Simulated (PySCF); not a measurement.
# ²⁹Si chemical shifts

One averaged value for each set of equivalent atoms, a single conformation, non-relativistic, in vacuum. Shielding tensors at PBE0/pcSseg-1 (GIAO); GFN2-xTB structure; PySCF 2.14.0 with density-fitted response routines.

Shieldings were converted by a linear fit to measured shifts: ²⁹Si (scatter 8.9 ppm rms, 25.8 ppm with the 6 outliers that the fit left out vs TMS, solution or neat liquid). Occasional misses reach two or three times the rms, and more in compound classes unlike the fitted ones.

Problem. Give the ²⁹Si shifts of `CO[SiH2]CC(=C=O)CF`, `F[SiH2]OCOC[SiH3]`, `CC(C)(C)[C@H]1CN[SiH2]C1`, `CCO[SiH2]O[SiH2]F`, `FC[SiH2]N[Si@@H](F)C[SiH3]`, `C=CC[C@@H](C)[SiH2]N(C)C`, `CO[C@H]1C=C(F)C[SiH2]O1`, `OCC[Si@H](F)O[SiH3]`.

Solution. 
| compound | environment | δ (ppm) |
| --- | --- | --- |
| CO[SiH2]CC(=C=O)CF | silicon bonded to C, O, 2 H | -19.1 |
| [F:1][SiH2:2][O:3][CH2:4][O:5][CH2:6][SiH3:7] | Si2: silicon bonded to F, O, 2 H | -31.7 |
| [F:1][SiH2:2][O:3][CH2:4][O:5][CH2:6][SiH3:7] | Si7: silicon bonded to C, 3 H | -67.3 |
| CC(C)(C)[C@H]1CN[SiH2]C1 | silicon bonded to C, N, 2 H, in a 5-membered ring | -27.8 |
| [CH3:1][CH2:2][O:3][SiH2:4][O:5][SiH2:6][F:7] | Si6: silicon bonded to F, O, 2 H | -35.2 |
| [CH3:1][CH2:2][O:3][SiH2:4][O:5][SiH2:6][F:7] | Si4: silicon bonded to 2 O, 2 H | -41.4 |
| [F:1][CH2:2][SiH2:3][NH:4][Si@@H:5]([F:6])[CH2:7][SiH3:8] | Si5: silicon bonded to C, F, N, H | -7.3 |
| [F:1][CH2:2][SiH2:3][NH:4][Si@@H:5]([F:6])[CH2:7][SiH3:8] | Si3: silicon bonded to C, N, 2 H | -41.4 |
| [F:1][CH2:2][SiH2:3][NH:4][Si@@H:5]([F:6])[CH2:7][SiH3:8] | Si8: silicon bonded to C, 3 H | -72.8 |
| C=CC[C@@H](C)[SiH2]N(C)C | silicon bonded to C, N, 2 H | -20.3 |
| CO[C@H]1C=C(F)C[SiH2]O1 | silicon bonded to C, O, 2 H, in a 6-membered ring | -27.5 |
| [OH:1][CH2:2][CH2:3][Si@H:4]([F:5])[O:6][SiH3:7] | Si4: silicon bonded to C, F, O, H | -23.3 |
| [OH:1][CH2:2][CH2:3][Si@H:4]([F:5])[O:6][SiH3:7] | Si7: silicon bonded to O, 3 H | -42.6 |
